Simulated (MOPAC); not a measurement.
MOPAC input (AM1):

```
AM1 FORCE THERMO(298,298) PRECISE LET CHARGE=-1 GEO-OK AUX(PRECISION=9) THREADS=1
H5Ge

Ge   -0.00000000 1   -0.00000005 1    0.00000007 1
H     0.01255168 1   -0.02156279 1    1.62265299 1
H    -0.01255168 1    0.02156291 1   -1.62265286 1
H     1.57760813 1    0.02092331 1   -0.01192514 1
H    -0.80678526 1    1.35570513 1    0.02425637 1
H    -0.77082287 1   -1.37662909 1   -0.01233093 1
```

From the output:

```
     H    6   1.849502   0.192114   0.192225   0.095115   0.095125   1.889931

          HEAT OF FORMATION =      56.849455 KCALS/MOLE

          ZERO POINT ENERGY      19.795 KCAL/MOL

           NORMAL COORDINATE ANALYSIS (Total motion = 1 Angstrom)

   Root No.       1         2         3         4         5         6         7         8

                 1 E'      1 E'      2 E'      2 E'      1 A2"     1 E"      1 E"      1 A1'

                 448.1     448.1     777.0     777.0     850.4     955.7     955.7    1624.0

           1    0.0000   -0.0000   -0.0000    0.0000   -0.0137    0.0000   -0.0000   -0.0000
           2   -0.0004   -0.0011   -0.0089    0.0086    0.0000    0.0000   -0.0000    0.0000
           3   -0.0012    0.0004   -0.0086   -0.0090   -0.0000   -0.0000   -0.0000    0.0000
           4    0.0000   -0.0000    0.0000   -0.0000    0.0221    0.0000    0.0000    0.3160
           5   -0.0593   -0.1689    0.2088   -0.2017   -0.0000    0.2094   -0.0388   -0.0000
           6   -0.1725    0.0581    0.2008    0.2096   -0.0000   -0.0379   -0.2148    0.0000
           7    0.0000   -0.0000    0.0000   -0.0000    0.0221   -0.0000   -0.0000   -0.3160
           8   -0.0593   -0.1689    0.2088   -0.2017   -0.0000   -0.2094    0.0388    0.0000
           9   -0.1725    0.0581    0.2008    0.2096    0.0000    0.0379    0.2148   -0.0000
          10   -0.0000    0.0000   -0.0000   -0.0000    0.3140    0.2872   -0.0532   -0.0000
          11   -0.0094   -0.0268   -0.0006    0.0006   -0.0000   -0.0000    0.0000   -0.1227
          12    0.3135   -0.1056    0.1458    0.1522    0.0000    0.0000    0.0000   -0.0000
          13    0.0000    0.0000    0.0000   -0.0000    0.3140   -0.1886   -0.2285    0.0000
          14    0.2261    0.1737    0.1769   -0.0435   -0.0000    0.0000    0.0000    0.0613
          15    0.1086    0.1250    0.1019   -0.0261    0.0000   -0.0000   -0.0000   -0.1063
          16   -0.0000    0.0000    0.0000   -0.0000    0.3140   -0.0986    0.2817   -0.0000
          17   -0.0691    0.2732    0.0501   -0.1758   -0.0000    0.0000   -0.0000    0.0613
          18    0.0070   -0.1640   -0.0299    0.1012    0.0000   -0.0000    0.0000    0.1063

   Root No.       9        10        11        12

                 2 A2"     3 E'      3 E'      2 A1'

                1633.4    1779.3    1779.3    1819.0

           1   -0.0110   -0.0000    0.0000    0.0000
           2    0.0000   -0.0095   -0.0021    0.0000
           3   -0.0000    0.0021   -0.0097    0.0000
           4    0.4457   -0.0000    0.0000    0.1399
           5   -0.0000   -0.0250   -0.0056    0.0000
           6    0.0000    0.0055   -0.0256   -0.0000
           7    0.4457   -0.0000    0.0000   -0.1399
           8   -0.0000   -0.0250   -0.0056   -0.0000
           9    0.0000    0.0055   -0.0256    0.0000
          10   -0.0325    0.0000   -0.0000    0.0000
          11    0.0000    0.4686    0.1054    0.2401
          12   -0.0000   -0.0046    0.0214    0.0000
          13   -0.0325    0.0000   -0.0000   -0.0000
          14    0.0000    0.1755   -0.1683   -0.1200
          15   -0.0000   -0.2723    0.3211    0.2079
          16   -0.0325    0.0000   -0.0000   -0.0000
          17    0.0000    0.0902    0.2281   -0.1200
          18   -0.0000    0.1154    0.4083   -0.2079

           MASS-WEIGHTED COORDINATE ANALYSIS (NORMAL COORDINATES)

   Root No.       1         2         3         4         5         6         7         8

                 1 E'      1 E'      2 E'      2 E'      1 A2"     1 E"      1 E"      1 A1'

                 448.1     448.1     777.0     777.0     850.4     955.7     955.7    1624.0

           1    0.0000   -0.0000   -0.0000    0.0000   -0.2086    0.0000   -0.0000   -0.0000
           2   -0.0070   -0.0205   -0.1718    0.1253    0.0000    0.0000   -0.0000    0.0000
           3   -0.0205    0.0070   -0.1253   -0.1718   -0.0000    0.0000   -0.0000    0.0000
           4    0.0000   -0.0000    0.0000   -0.0000    0.0397    0.0000    0.0000    0.6386
           5   -0.1222   -0.3578    0.4727   -0.3447   -0.0000    0.4478   -0.0828   -0.0000
           6   -0.3578    0.1222    0.3447    0.4727   -0.0000   -0.0828   -0.4478    0.0000
           7    0.0000   -0.0000    0.0000   -0.0000    0.0397   -0.0000   -0.0000   -0.6386
           8   -0.1222   -0.3578    0.4727   -0.3447   -0.0000   -0.4478    0.0828    0.0000
           9   -0.3578    0.1222    0.3447    0.4727    0.0000    0.0828    0.4478   -0.0000
          10   -0.0000    0.0000   -0.0000   -0.0000    0.5637    0.6142   -0.1136   -0.0000
          11   -0.0194   -0.0569   -0.0014    0.0010   -0.0000   -0.0000    0.0000   -0.2480
          12    0.6502   -0.2220    0.2502    0.3431    0.0000    0.0000    0.0000   -0.0000
          13    0.0000    0.0000    0.0000   -0.0000    0.5637   -0.4054   -0.4751    0.0000
          14    0.4678    0.3689    0.3657   -0.0382   -0.0000    0.0000    0.0000    0.1240
          15    0.2245    0.2652    0.2109   -0.0240    0.0000   -0.0000   -0.0000   -0.2148
          16   -0.0000    0.0000    0.0000   -0.0000    0.5637   -0.2087    0.5887   -0.0000
          17   -0.1445    0.5780    0.1482   -0.3365   -0.0000    0.0000   -0.0000    0.1240
          18    0.0154   -0.3471   -0.0874    0.1935    0.0000   -0.0000    0.0000    0.2148

   Root No.       9        10        11        12

                 2 A2"     3 E'      3 E'      2 A1'

                1633.4    1779.3    1779.3    1819.0

           1   -0.1462   -0.0000    0.0000    0.0000
           2    0.0000   -0.1353   -0.0307    0.0000
           3   -0.0000    0.0307   -0.1353    0.0000
           4    0.6967   -0.0000    0.0000    0.3037
           5   -0.0000   -0.0420   -0.0095    0.0000
           6    0.0000    0.0095   -0.0420   -0.0000
           7    0.6967   -0.0000    0.0000   -0.3037
           8   -0.0000   -0.0420   -0.0095   -0.0000
           9    0.0000    0.0095   -0.0420    0.0000
          10   -0.0508    0.0000   -0.0000    0.0000
          11    0.0000    0.7863    0.1783    0.5214
          12   -0.0000   -0.0080    0.0351    0.0000
          13   -0.0508    0.0000   -0.0000   -0.0000
          14    0.0000    0.2967   -0.2747   -0.2607
          15   -0.0000   -0.4610    0.5248    0.4515
          16   -0.0508    0.0000   -0.0000   -0.0000
          17    0.0000    0.1492    0.3758   -0.2607
          18   -0.0000    0.1896    0.6723   -0.4515

          DESCRIPTION OF VIBRATIONS

 VIBRATION          2    1E'         ATOM PAIR     ENERGY CONTRIBUTION    RADIAL
 FREQUENCY           448.07         Ge1 -- H 6         +33.7% ( 69.5%)      0.0%
 TRANSITION DIPOLE   0.6454         Ge1 -- H 2         +21.1% ( 55.0%)      0.0%
 TRAVEL (Ang.)       0.7139         Ge1 -- H 3         +21.1% ( 55.0%)      0.0%
 REDUCED MASS        0.2953         Ge1 -- H 5         +17.2% ( 49.6%)      0.4%
 EFFECTIVE MASS      1.0267
 FORCE CONSTANT      0.0349

 VIBRATION          4    2E'         ATOM PAIR     ENERGY CONTRIBUTION    RADIAL
 FREQUENCY           777.04         Ge1 -- H 2         +39.5% ( 52.3%)      0.0%
 TRANSITION DIPOLE   2.0601         Ge1 -- H 3         +39.5% ( 52.3%)      0.0%
 TRAVEL (Ang.)       0.4539         Ge1 -- H 6         +11.1% ( 27.7%)      2.1%
 REDUCED MASS        0.4212         Ge1 -- H 4          +8.9% ( 24.7%)      5.5%
 EFFECTIVE MASS      2.0635
 FORCE CONSTANT      0.1498

 VIBRATION          5    1A2"        ATOM PAIR     ENERGY CONTRIBUTION    RADIAL
 FREQUENCY           850.36         Ge1 -- H 5         +32.0% ( 53.6%)      0.0%
 TRANSITION DIPOLE   2.1828         Ge1 -- H 4         +32.0% ( 53.6%)      0.0%
 TRAVEL (Ang.)       0.4231         Ge1 -- H 6         +32.0% ( 53.6%)      0.0%
 REDUCED MASS        0.4429         Ge1 -- H 2          +2.0% ( 13.2%)    100.0%
 EFFECTIVE MASS      1.9659
 FORCE CONSTANT      0.1887

 VIBRATION          7    1E"         ATOM PAIR     ENERGY CONTRIBUTION    RADIAL
 FREQUENCY           955.67         Ge1 -- H 6         +39.1% ( 47.4%)      0.0%
 TRANSITION DIPOLE   0.0000         Ge1 -- H 5         +25.5% ( 38.3%)      0.0%
 TRAVEL (Ang.)       0.5217         Ge1 -- H 3         +17.0% ( 31.3%)      0.0%
 REDUCED MASS        0.2593         Ge1 -- H 2         +17.0% ( 31.3%)      0.0%
 EFFECTIVE MASS      1.0079
 FORCE CONSTANT      0.1395

 VIBRATION          8    1A1'        ATOM PAIR     ENERGY CONTRIBUTION    RADIAL
 FREQUENCY          1623.96         Ge1 -- H 2         +39.6% ( 64.3%)    100.0%
 TRANSITION DIPOLE   0.0000         Ge1 -- H 3         +39.6% ( 64.3%)    100.0%
 TRAVEL (Ang.)       0.3461         Ge1 -- H 4          +7.0% ( 27.0%)    100.0%
 REDUCED MASS        0.3466         Ge1 -- H 5          +7.0% ( 27.0%)    100.0%
 EFFECTIVE MASS      1.0079
```

The dipole moment of an ion depends on the origin.
